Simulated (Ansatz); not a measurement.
A nudged elastic band was laid between two geometries of CH3AlF3 + FH + H (11 atoms, charge 0, multiplicity 1).

All numbers below come from RKS PBE0-D4/6-31G (Ansatz 0.2.0).

- movable images: 7
- climbing image: yes
- spring: 5.0 eV/Å²
- optimiser: quadratic models (default)
- start path: through a guess of the saddle point
- force threshold: 0.03 eV/Å
- iteration limit: 60
- end points: relaxed

Image 0:

```xyz
11
Properties=species:S:1:pos:R:3
Al -0.538 0.100 -0.406
C 0.579 -1.053 -1.488
F -2.148 0.540 -0.766
F 0.269 1.587 0.243
H -0.347 0.209 2.136
F -0.644 -0.524 1.369
H 0.294 1.702 1.530
F 0.115 1.305 2.509
H 0.086 -2.013 -1.677
H 1.535 -1.258 -0.993
H 0.798 -0.595 -2.459
```

Image 8:

```xyz
11
Properties=species:S:1:pos:R:3
Al -1.258 0.670 0.431
C 1.201 -0.720 -1.154
F -1.998 -0.693 -0.236
F -0.690 1.943 -0.522
H -0.382 0.453 2.441
F -1.847 1.134 2.013
H 1.900 -0.983 -0.359
F 0.159 0.103 1.683
H 1.053 0.364 -1.176
H 0.251 -1.242 -1.002
H 1.610 -1.029 -2.118
```

(1) Which bonds break or form, and what moves?

(2) Give the energies along the band, and the barrier.

(3) What is the geometry of the highest image?

Answers

(1) Bonds broken: Al1–C2. Bonds formed: Al1–F8, C2–H7, H5–F8. CH3AlF3 + FH + H becomes AlF4H + CH4.

(2) It converged. The highest image is number 3 of 0 to 8, 21.7 kcal/mol above the first end and 31.0 kcal/mol above the last; the last end lies 9.3 kcal/mol below the first. The profile has 2 maxima (images 1, 3) with wells between them (image 2): this band takes more than one step, which may be the mechanism or a detour left from its start path. A vibrational analysis at the climbing image gives one clearly imaginary mode, 111i cm⁻¹: a first-order saddle point. The orbitals stay closed-shell, which can raise the energy where a bond breaks towards radicals; this wasn't checked here. Limits of this set-up: no polarisation functions.

| image | path coordinate (Å) | energy (kcal/mol) | Al1–C2 (Å) | Al1–F8 (Å) | C2–H7 (Å) |
| --- | --- | --- | --- | --- | --- |
| 0 | 0.00 | 0.0 | 1.94 | 3.22 | 4.10 |
| 1 | 2.35 | 3.4 | 1.95 | 3.14 | 4.42 |
| 2 | 4.71 | 2.5 | 1.94 | 3.17 | 3.63 |
| 3 | 7.06 | 21.7 | 1.96 | 3.32 | 2.55 |
| 4 | 8.57 | 9.0 | 2.28 | 3.14 | 1.17 |
| 5 | 10.08 | 0.9 | 2.71 | 2.32 | 1.10 |
| 6 | 11.59 | -6.9 | 3.43 | 1.99 | 1.09 |
| 7 | 13.09 | -7.7 | 3.41 | 1.98 | 1.09 |
| 8 | 14.60 | -9.3 | 3.24 | 1.97 | 1.09 |

(3) 
```xyz
11
Properties=species:S:1:pos:R:3
Al -1.114 0.384 -0.429
C 0.460 -0.626 -1.025
F -2.693 -0.088 -0.860
F -0.852 2.058 -0.175
H -0.117 0.054 1.846
F -1.026 -0.076 1.476
H 1.677 0.496 0.910
F 1.349 0.331 1.790
H 0.253 -1.084 -2.000
H 0.714 -1.449 -0.346
H 1.350 0.001 -1.189
```

The run took 21 min on 1 thread of Arm Neoverse V1, on a shared host, peak memory 0.16 GiB.
